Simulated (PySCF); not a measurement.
GaF2, SMILES [F][Ga+][F], charge +1.

Coordinates come from a B3LYP-D3(BJ)/def2-TZVP optimisation. The multiplicity is an assumed one; other spin states were not compared. The isomer is the one that the SMILES or the coordinates give; other isomers of the formula were not compared.

These are IEF-PCM-ωB97X/def2-SVP (PySCF) values and carry that method's errors.

The values are the electrostatic part of the solvation free energy, E(continuum) − E(gas) at the gas-phase geometry, in a cavity of scaled van der Waals radii (PySCF's table); cavitation and dispersion terms are not included. A continuum can't describe solvent molecules that bind to the metal. In vacuum the orbital gap is 13.18 eV.

| solvent | ε | ΔG(elec) (kcal/mol) | gap (eV) |
|---|---|---|---|
| water | 78.36 | -81.2 | 13.60 |
| 1-octanol | 9.86 | -73.2 | 13.54 |
| diethylether | 4.24 | -61.5 | 13.46 |
